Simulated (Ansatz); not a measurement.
`N[SiH]([SeH])Br` + HCl → `N[SiH](Cl)Br` + H₂Se  (ligand exchange at the Si–Se bond)

Isolated molecules relaxed with PBE0-D4/def2-TZVP in Ansatz; ΔE leaves out vibrations. CCSD(T)/CBS is the MP2 limit (def2-TZVPP, def2-QZVPP) plus CCSD(T) − MP2 in def2-TZVPP, frozen cores. This one scheme is used for every species. DFT in def2-TZVPP. B3LYP here is the variant with VWN-RPA as its local correlation; programs differ in this. For Br, Se outer-core shells are correlated without core-valence functions, which leaves a few kJ/mol of doubt a bond. Scalar relativity is left out up to krypton. One conformer a species, not always the lowest.

`N[SiH]([SeH])Br`:

```xyz
8

N     1.400    0.261   -0.306
Si   -0.281    0.031   -0.324
Se   -1.023    0.910    1.628
Br   -0.990   -2.089   -0.462
H     1.925    0.241   -1.166
H     1.952   -0.044    0.481
H    -0.807    0.684   -1.540
H    -2.177    0.006    1.690
```

HCl:

Z-matrix (Å, degrees):
```
Cl
H 1 1.279
```

`N[SiH](Cl)Br`:

```xyz
7

N     0.381   -0.770    0.731
Si    0.005    0.365   -0.467
Cl   -0.864   -0.638   -2.016
Br   -1.413    1.963    0.159
H    -0.290   -1.477    0.988
H     0.952   -0.497    1.515
H     1.229    1.055   -0.910
```

H₂Se:

Cartesian coordinates in Å:
```
Se -0.501 -0.114 -0.452
H 0.921 0.228 -0.561
H -0.420 -0.114 1.013
```

Problem. Is it downhill or uphill in electronic energy at CCSD(T)/CBS, and by how much? (An estimate is asked.)

Solution. Ansatz gave: Downhill: ΔE = -0.33 eV.

Problem. What do these levels give: LDA (SPW92), BLYP-D4, PBE0-D4, BHLYP-D4, B3LYP, CAM-B3LYP, HF/def2-SVP, MP2/def2-SVP, SCS-MP2/def2-TZVPP, HF/def2-QZVPP, MP2/def2-QZVPP, CCSD/CBS(def2)? (Best estimate.)

Solution. Ansatz gave: LDA (SPW92) -0.31, BLYP-D4 -0.34, PBE0-D4 -0.31, BHLYP-D4 -0.37, B3LYP -0.40, CAM-B3LYP -0.42, HF/def2-SVP -0.48, MP2/def2-SVP -0.35, SCS-MP2/def2-TZVPP -0.35, HF/def2-QZVPP -0.47, MP2/def2-QZVPP -0.32, CCSD/CBS(def2) -0.34 eV.

Problem. What do rigid-rotor, harmonic-oscillator terms from PBE0-D4/def2-TZVP frequencies (298.15 K, 1 bar) make of the CCSD(T)/CBS value? (Estimate.)

Solution. Ansatz gave: ΔZPE = -0.01 eV, ΔH = -0.34 eV, ΔS = 12 J/(mol·K), ΔG = -0.38 eV.

Largest T1 diagnostic among the species: 0.009.

At CCSD(T), def2-SVP lies −0.05 eV from the extrapolated value and def2-TZVPP −0.01 eV. The D4 term adds +0.04 eV with B3LYP and +0.02 eV with PBE0; it sums over pairs of atoms, weighted by their polarisabilities, and B3LYP, whose exchange is more repulsive, gets the larger term. Leaving LDA and LC-ωPBE aside and taking each functional with its dispersion term where it has one, the values, not all of them listed here, spread over 0.12 eV, from B97M-V to revPBE-D4.
